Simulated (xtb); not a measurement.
C₂H₆OS, charge +1, doublet, at a GFN2-xTB geometry (a state made from the parent by changing its charge; the spin is typed, not shown lowest), atoms displaced at random by about 0.02 Å a coordinate; GFN1-xTB (xtb).

Here is a job for xtb.
```
$ xtb mol.xyz --gfn 1 --chrg 1 --uhf 1 --opt tight --json

# file mol.xyz
10

C     -1.28802592     0.63917188    -0.81833973
S      0.01549128    -0.39038408    -0.07943035
C      1.54597183     0.53432360    -0.18245978
O     -0.31010112    -0.67324839     1.27341262
H     -2.26582739     0.11330119    -0.70635793
H     -1.05511348     0.86519280    -1.81829087
H     -1.36909562     1.54898647    -0.20790429
H      1.42523780     1.50756617     0.36638101
H      2.35333512    -0.03236690     0.21923479
H      1.76361415     0.79800582    -1.20643343
```

### Question
Predict the main parts of the log of this xtb run.

### Answer

```
   ID    Z sym.   atoms
    1    6 C      1, 3
    2   16 S      2
    3    8 O      4
    4    1 H      5-10

           -------------------------------------------------
          |                Calculation Setup                |
           -------------------------------------------------

           -------------------------------------------------
          |                 G F N 1 - x T B                 |
           -------------------------------------------------

          ...................................................
          :                      SETUP                      :
          :.................................................:
          :  # basis functions                  34          :
          :  # atomic orbitals                  33          :
          :  # shells                           21          :
          :  # electrons                        25          :
          :  # halogen bonds                     0          :
          :  max. iterations                   250          :
          :  Hamiltonian                  GFN1-xTB          :
          :  restarted?                      false          :
          :  GBSA solvation                  false          :
          :  PC potential                    false          :
          :  electronic temp.          300.0000000     K    :
          :  accuracy                    1.0000000          :
          :  -> integral cutoff          0.2500000E+02      :
          :  -> integral neglect         0.1000000E-07      :
          :  -> SCF convergence          0.1000000E-05 Eh   :
          :  -> wf. convergence          0.2000000E-04 e    :
          :  Broyden damping             0.4000000          :
          :  net charge                          1          :
          :  unpaired electrons                  1          :
          ...................................................

 iter      E             dE          RMSdq      gap      omega  full diag
   1    -15.3695937 -0.153696E+02  0.669E+00    5.85       0.0  T
   2    -15.3736052 -0.401148E-02  0.380E+00    5.32       1.0  T
   3    -15.2657294  0.107876E+00  0.284E+00    6.36       1.0  T
   4    -15.3890763 -0.123347E+00  0.319E-01    5.67       1.0  T
   5    -15.3900025 -0.926199E-03  0.890E-02    5.63       1.0  T
   6    -15.3900554 -0.529815E-04  0.356E-02    5.61       1.0  T
   7    -15.3900735 -0.180864E-04  0.131E-02    5.63       2.4  T
[...]
         :: total energy             -15.243152213644 Eh    ::
 * total energy  :   -15.2431522 Eh     change       -0.3874234E-11 Eh
 * total energy  :   -15.2478670 Eh     change       -0.4714783E-02 Eh
 * total energy  :   -15.2486415 Eh     change       -0.7744721E-03 Eh
 * total energy  :   -15.2487253 Eh     change       -0.8386978E-04 Eh
 * total energy  :   -15.2487530 Eh     change       -0.2762058E-04 Eh
 * total energy  :   -15.2487595 Eh     change       -0.6563696E-05 Eh
 * total energy  :   -15.2487607 Eh     change       -0.1167097E-05 Eh
 * total energy  :   -15.2487612 Eh     change       -0.4710779E-06 Eh
   *** GEOMETRY OPTIMIZATION CONVERGED AFTER 8 ITERATIONS ***
         :: total energy             -15.248761160551 Eh    ::
[...]
        33                          0.6167055              16.7814
      -------------------------------------------------------------
                  HL-Gap            0.1992303 Eh            5.4213 eV
             Fermi-level           -0.6500441 Eh          -17.6886 eV

  Mulliken/CM5 charges         n(s)   n(p)   n(d)
     1C     0.03024 -0.10108   1.050  2.920  0.000
     2S     0.37442  0.36137   1.858  3.336  0.431
     3C     0.03022 -0.10109   1.050  2.920  0.000
     4O    -0.22789 -0.27822   1.719  4.509  0.000
     5H     0.14149  0.19616   0.859  0.000  0.000
     6H     0.11378  0.16759   0.886  0.000  0.000
     7H     0.14122  0.19574   0.859  0.000  0.000
     8H     0.14136  0.19590   0.859  0.000  0.000
     9H     0.14148  0.19613   0.859  0.000  0.000
    10H     0.11368  0.16749   0.886  0.000  0.000

Wiberg/Mayer (AO) data.
largest (>0.10) Wiberg bond orders for each atom

 ---------------------------------------------------------------------------
     #   Z sym  total        # sym  WBO       # sym  WBO       # sym  WBO
 ---------------------------------------------------------------------------
     1   6 C    3.871 --     6 H    0.965     5 H    0.950     7 H    0.917
                             2 S    0.839     4 O    0.108
     2  16 S    3.687 --     4 O    1.901     3 C    0.839     1 C    0.839
     3   6 C    3.871 --    10 H    0.965     9 H    0.950     8 H    0.917
                             2 S    0.839     4 O    0.108
     4   8 O    2.192 --     2 S    1.901     3 C    0.108     1 C    0.108
     5   1 H    0.980 --     1 C    0.950
     6   1 H    0.986 --     1 C    0.965
     7   1 H    0.977 --     1 C    0.917
     8   1 H    0.977 --     3 C    0.917
     9   1 H    0.980 --     3 C    0.950
    10   1 H    0.986 --     3 C    0.965
 ---------------------------------------------------------------------------

Topologies differ in total number of bonds
Writing topology from bond orders to xtbtopo.mol

 dipole moment from electron density (au)
     X       Y       Z
   0.3796   1.2902  -1.6084  total (Debye):    5.329

optimized geometry written to: xtbopt.xyz

           -------------------------------------------------
          | TOTAL ENERGY              -15.248761160551 Eh   |
          | GRADIENT NORM               0.000223593093 Eh/α |
          | HOMO-LUMO GAP               5.421332090276 eV   |
           -------------------------------------------------

normal termination of xtb
```
